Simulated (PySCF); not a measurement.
trans-(1R,2R)-1-chloro-2-methylcyclopropane (C4H7Cl), SMILES C[C@@H]1C[C@H]1Cl. Coordinates come from a TPSSh-D3(BJ)/def2-SVP optimisation.

### Question
Give the equilibrium geometry at TPSSh-D3(BJ)/def2-SVP (PySCF confirms it by a frequency run) as Cartesian coordinates in Å. (An estimate is asked for; the answer gives what the named calculation found.)

### Answer

```xyz
12

C      2.3132     0.5257    -0.0527
C      1.0338    -0.2681     0.0863
C      0.2908    -0.7936    -1.1235
C     -0.2797     0.3335    -0.3162
Cl    -1.7210     0.0540     0.6848
H      2.4780     1.1691     0.8264
H      2.2845     1.1712    -0.9450
H      3.1821    -0.1448    -0.1526
H      0.9799    -0.9150     0.9682
H      0.6711    -0.5548    -2.1218
H     -0.1959    -1.7680    -1.0383
H     -0.2925     1.3396    -0.7426
```
Charge 0, spin multiplicity 1.
